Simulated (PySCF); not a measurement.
## Unknown compound

Molecular formula: C4H10FNSi2. Simulated spectra:

1H NMR (400 MHz, computed): δ 5.60 (m, 1H), 4.45 (m, 1H), 4.18 (m, 1H), 3.00 (m, 1H), 2.95 (m, 1H), 2.14 (m, 1H), 0.81 (m, 1H), 0.53 (m, 1H), 0.47 (m, 1H), 0.23 (m, 1H).

13C{1H} NMR (computed): δ 37.2 (CH2), 37.0 (CH), 10.3 (CH2), 8.4 (CH2).

[PySCF: shieldings: GIAO PBE0/pcSseg-1; coordinates at the GFN2-xTB level; non-relativistic Hamiltonian; gas phase; single conformer]

Referencing at the same level of theory: TMS for 1H and 13C.

Problem. Deduce the structure.

Solution. 
1. The formula gives 2 degrees of unsaturation (2 rings in the answer).
2. 4 carbon signals for 4 carbons: no two carbons are equivalent.
3. Carbon types of the structure: 1 × CH, 3 × CH2, leaving 3 H on heteroatoms.
4. δC 37.2: sp3 CH2 bonded to N and Si; the inductive effect lowers its shielding.
5. δC 37.0, 10.3, 8.4: three-membered-ring carbon.
6. δH 5.60: hydrogen on a silicon bonded to F, N, Si, in a 4-membered ring.
7. δH 4.45, 4.18: hydrogen on a silicon bonded to C, Si, in a 4-membered ring.
8. δH 3.00, 2.95: hydrogen on an sp3 CH2 bonded to N and Si; its carbon carries N, hence the downfield position.
9. δH 2.14, 0.81, 0.53, 0.47, 0.23: hydrogen on a three-membered-ring carbon.

Structure: `C1C(N2[Si@@H](F)[SiH2]C2)C1`.

The shifts were computed for this structure.

Splittings by 19F in the carbon and heteronuclear signals aren't shown, as no couplings were computed. Shifts are as computed. Against solution values, carbons near 30 ppm lie about +3 ppm off and those near 130 ppm about +5 ppm. Of 1211 compounds with measured shifts, 218 miss one by over three times the rms of a fit or turn the order of signals round; such compounds aren't used in these exercises. Multiplicities follow the n + 1 count of equivalent neighbours, as no J values were calculated; m marks all less simple cases, F and P coupling included.
